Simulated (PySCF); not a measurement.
## Working out the ionisation energy of Se

Se [Ar] 3d10 4s2 4p4 (3P) → Se+ [Ar] 3d10 4s2 4p3 (4S). Calculation: PySCF 2.14, in cc-pVTZ-PP with ECP10MDF (5s4p3d1f, 39 functions); a scalar-relativistic core potential. Frozen: 3s2 3p6 3d10. Energies in hartree (1 hartree = 27.21139 eV):

```json
{"part": "UHF", "Se (lower)": "-371.862196", "Se+ (upper)": "-371.548045"}
{"part": "CCSD correlation", "Se (lower)": "-0.118931", "Se+ (upper)": "-0.090183"}
{"part": "(T)", "Se (lower)": "-0.003572", "Se+ (upper)": "-0.002538"}
```

Task: What does Hartree-Fock give?

Result: (-371.548045) − (-371.862196) = 0.314151 hartree = 8.548 eV.

Task: What do CCSD and CCSD(T) give?

Result: The CCSD correlation energies differ by 0.028748 hartree = 0.782 eV and the triples by 0.001034 hartree = 0.028 eV, so CCSD gives 9.330 eV and CCSD(T) 9.358 eV.

Measured between the centres of the two terms (NIST): 9.635 eV, so CCSD(T) (valence) is off by -0.277 eV.

What remains against the reference includes basis incompleteness, the frozen core and higher excitations.
